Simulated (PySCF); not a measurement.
B₉H₉Te.
Bonds: B1–B3, B1–B4, B1–B5, B1–Te7, B1–B10, B2–B3, B2–B6, B2–Te7, B2–B8, B2–B10, B3–B4, B3–B6, B3–Te7, B4–B5, B4–B6, B4–B9, B5–B8, B5–B9, B5–B10, B6–B8, B6–B9, Te7–B10, B8–B9, B8–B10. Hydrogens: H11 on B1; H12 on B2; H13 on B3; H14 on B4; H15 on B5; H16 on B6; H17 on B8; H18 on B9; H19 on B10.

Computed with PBE0-D3(BJ)/def2-SVP geometry optimisation, gas phase, def2 core potentials past Kr (PySCF).

(1) List the bond lengths, angles and torsions at this level.

## Answers

(1) 
| bond | length (bohr) |
| --- | --- |
| B1–B3 and 3 like bonds | 3.695 |
| B1–B4 and 7 like bonds | 3.345 |
| B1–Te7 and 3 like bonds | 4.272 |
| B1–H11 and 3 like bonds | 2.267 |
| B4–B5 and 3 like bonds | 3.504 |
| B4–B9 and 3 like bonds | 3.241 |
| B4–H14 and 3 like bonds | 2.271 |
| B9–H18 | 2.260 |

Bonds in one row agree within 0.02 bohr and their mean is given. A selection of angles:
| angle | degrees |
| --- | --- |
| B3–B1–B4 | 56.5 |
| B3–B1–B5 | 100.9 |
| B3–B1–Te7 | 64.4 |
| B3–B1–B10 | 90.0 |
| B4–B1–B5 | 63.2 |
| B4–B1–Te7 | 119.0 |
| B1–B4–B3 | 67.1 |
| B1–B4–B5 | 58.4 |
| B1–B4–B6 | 104.9 |
| B1–B4–B9 | 112.3 |
| B5–B4–B6 | 90.0 |
| B5–B4–B9 | 57.3 |
| B1–Te7–B2 | 75.4 |
| B1–Te7–B3 | 51.3 |
| B4–B9–B5 | 65.4 |
| B4–B9–B8 | 99.7 |

Torsions: B4–B1–B3–B2 -103° (anticlinal); B3–B1–B5–B4 -43° (synclinal); B3–B1–Te7–B2 -52° (synclinal); B3–B1–B10–B2 0° (synperiplanar); B6–B2–B3–B1 103° (anticlinal); B3–B2–Te7–B1 52° (synclinal); B3–B2–B8–B5 -37° (synclinal); B3–B2–B10–B1 0° (synperiplanar); B1–B3–B6–B2 -83° (synclinal); B1–B4–B6–B2 0° (synperiplanar); B1–B4–B9–B5 21° (synperiplanar); B1–B5–B8–B2 0° (synperiplanar).

B4 (boron bonded to 5 B and H) has the three widest angles are 131.4°, 131.4° and 119.1°, the others run from 57.3° to 117.7°. B9 (boron bonded to 4 B and H) has τ5 = (β − α)/60° = 0.00 from the two widest angles, 130.2° and 130.1° (0 for a square pyramid, 1 for a trigonal bipyramid). B1 (boron bonded to 4 B, Te and H) has the three widest angles are 131.9°, 131.9° and 120.6°, the others run from 56.5° to 120.6°. The 20 B–B bonds span 1.715 Å (B6–B9) to 1.956 Å (B2–B10), a spread of 0.241 Å. Te7 (tellurium bonded to 4 B) has angles from 51.2° to 75.4°. All 4 B–Te bonds measure 2.260 to 2.261 Å.

Point group: C4v (tolerance 0.08 Å). Whether it is a minimum is left open (no frequencies).

Time: 5.2 min of wall time; peak memory 0.95 GiB. Hardware: an Arm Neoverse V1 with one thread, on a shared host. This is the geometry optimisation.
